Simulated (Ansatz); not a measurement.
Geometry optimisation, Ansatz, RKS CAM-B3LYP/def2-SVP.

input.yaml

```yaml
crystal:
  periodic: [false, false, false]
  atoms:
    - { symbol: B, position_ang: [-0.7131, 1.0252, 0.6664] }
    - { symbol: Si, position_ang: [0.735, 0.3671, -0.3564] }
    - { symbol: F, position_ang: [2.1296, 0.6103, 0.5019] }
    - { symbol: As, position_ang: [0.5034, -1.8897, -0.7277] }
    - { symbol: H, position_ang: [-1.4312, 1.9195, 0.1789] }
    - { symbol: H, position_ang: [-1.0093, 0.6465, 1.7211] }
    - { symbol: H, position_ang: [0.8558, 1.0709, -1.6421] }
    - { symbol: H, position_ang: [0.93517, -1.68909, -2.25444] }
    - { symbol: H, position_ang: [2.05216, -2.15141, -0.30994] }
basis:
  gaussian: { orbitals: def2-SVP }
hamiltonian:
  xc: cam_b3lyp
relax:
  f_tol: 0.015
  max_steps: 40
```

Launched with:

```bash
$ ansatz run input.yaml --threads 2 --pin off --max-ram 3072MiB --backend cpu --events-out ev --progress --plain --runs-dir out
```

Where does it end, and by what steps?

It converged. The force dipped under the threshold on the way, but the program's further checks kept it going. After 23 steps the energy has fallen by 0.549 eV; H9 moved furthest, 1.36 Å.

```json
{"step": "0", "energy less start (eV)": "0.0000", "largest force component (eV/Å)": "2.172", "accepted": "yes"}
{"step": "1", "energy less start (eV)": "-0.3624", "largest force component (eV/Å)": "0.838", "accepted": "yes"}
{"step": "2", "energy less start (eV)": "-0.3894", "largest force component (eV/Å)": "0.671", "accepted": "yes"}
{"step": "3", "energy less start (eV)": "-0.4146", "largest force component (eV/Å)": "0.584", "accepted": "yes"}
{"step": "4", "energy less start (eV)": "-0.4289", "largest force component (eV/Å)": "0.352", "accepted": "yes"}
{"step": "5", "energy less start (eV)": "-0.4615", "largest force component (eV/Å)": "0.259", "accepted": "yes"}
{"step": "6", "energy less start (eV)": "-0.4754", "largest force component (eV/Å)": "0.109", "accepted": "yes"}
{"step": "7", "energy less start (eV)": "-0.4813", "largest force component (eV/Å)": "0.078", "accepted": "yes"}
{"step": "8", "energy less start (eV)": "-0.4844", "largest force component (eV/Å)": "0.340", "accepted": "yes"}
{"step": "9", "energy less start (eV)": "-0.4895", "largest force component (eV/Å)": "0.216", "accepted": "yes"}
{"step": "10", "energy less start (eV)": "-0.4848", "largest force component (eV/Å)": "0.257", "accepted": "no"}
{"step": "11", "energy less start (eV)": "-0.5007", "largest force component (eV/Å)": "0.154", "accepted": "yes"}
{"step": "12", "energy less start (eV)": "-0.5073", "largest force component (eV/Å)": "0.234", "accepted": "yes"}
{"step": "13", "energy less start (eV)": "-0.5109", "largest force component (eV/Å)": "0.563", "accepted": "yes"}
{"step": "14", "energy less start (eV)": "-0.5358", "largest force component (eV/Å)": "0.045", "accepted": "yes"}
{"step": "15", "energy less start (eV)": "-0.5431", "largest force component (eV/Å)": "0.120", "accepted": "yes"}
{"step": "16", "energy less start (eV)": "-0.5256", "largest force component (eV/Å)": "0.454", "accepted": "no"}
{"step": "17", "energy less start (eV)": "-0.5478", "largest force component (eV/Å)": "0.050", "accepted": "yes"}
{"step": "18", "energy less start (eV)": "-0.5476", "largest force component (eV/Å)": "0.107", "accepted": "no"}
{"step": "19", "energy less start (eV)": "-0.5485", "largest force component (eV/Å)": "0.055", "accepted": "yes"}
{"step": "20", "energy less start (eV)": "-0.5484", "largest force component (eV/Å)": "0.124", "accepted": "no"}
{"step": "21", "energy less start (eV)": "-0.5491", "largest force component (eV/Å)": "0.015", "accepted": "yes"}
{"step": "22", "energy less start (eV)": "-0.5493", "largest force component (eV/Å)": "0.006", "accepted": "yes"}
{"step": "23", "energy less start (eV)": "-0.5494", "largest force component (eV/Å)": "0.014", "accepted": "yes"}
```

```xyz
9
Properties=species:S:1:pos:R:3
B -0.650 0.950 0.766
Si 0.802 0.522 -0.534
F 2.283 0.639 0.143
As 0.437 -1.671 -1.367
H -1.784 1.039 0.366
H -0.450 1.077 1.946
H 0.796 1.437 -1.710
H 1.888 -1.773 -1.815
H 0.735 -2.311 -0.018
```

Time of the run: 52 s on 2 threads of AMD EPYC 9R14 (Zen 4), with other jobs on the host, peak memory 0.3 GiB.
